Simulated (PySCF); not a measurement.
**PBE0 on S (sulfur, neutral)**

Configuration: [Ne] 3s2 3p3 4s1, high-spin 5S determinant (an excited configuration). Calculation: PySCF 2.14, in aug-cc-pV(5+d)Z (8s7p6d4f3g2h, 136 functions); the non-relativistic Hamiltonian (point nucleus).

* Total energy: -397.7397 hartree
* One-electron energy: -546.3407 hartree
* Hartree (Coulomb) energy: 173.9248 hartree
* Exchange-correlation energy: -25.3238 hartree
* Kinetic energy: 397.42925 hartree
* ⟨S²⟩: 6.0002
* ⟨L²⟩: 0.000
* Sum of ⟨r⟩: 17.85 bohr
* Sum of ⟨r²⟩: 49.01 bohr²
* Density at the nucleus (Gaussians lack the cusp): 2660 bohr⁻³
* Spin density at the nucleus: 0.552 bohr⁻³
* Langevin diamagnetic susceptibility: -38.8 ×10⁻⁶ cm³/mol

```json
{"shell": "1s α", "electrons": "1", "mean orbital energy (hartree)": "-89.30258", "rms radius, mean of both spins (bohr)": "0.113"}
{"shell": "1s β", "electrons": "1", "mean orbital energy (hartree)": "-89.28171", "rms radius, mean of both spins (bohr)": "0.113"}
{"shell": "2s α", "electrons": "1", "mean orbital energy (hartree)": "-8.27531", "rms radius, mean of both spins (bohr)": "0.523"}
{"shell": "2s β", "electrons": "1", "mean orbital energy (hartree)": "-8.25504", "rms radius, mean of both spins (bohr)": "0.523"}
{"shell": "2p α", "electrons": "3", "mean orbital energy (hartree)": "-6.21347", "rms radius, mean of both spins (bohr)": "0.494"}
{"shell": "2p β", "electrons": "3", "mean orbital energy (hartree)": "-6.18249", "rms radius, mean of both spins (bohr)": "0.494"}
{"shell": "3s α", "electrons": "1", "mean orbital energy (hartree)": "-0.94272", "rms radius, mean of both spins (bohr)": "1.78"}
{"shell": "3s β", "electrons": "1", "mean orbital energy (hartree)": "-0.76716", "rms radius, mean of both spins (bohr)": "1.78"}
{"shell": "3p α", "electrons": "3", "mean orbital energy (hartree)": "-0.50884", "rms radius, mean of both spins (bohr)": "2.06"}
{"shell": "4s α", "electrons": "1", "mean orbital energy (hartree)": "-0.08708", "rms radius, mean of both spins (bohr)": "5.28"}
```

The outer electron is Rydberg-like, and this basis confines it to a smaller radius and binds it less than a complete one would.
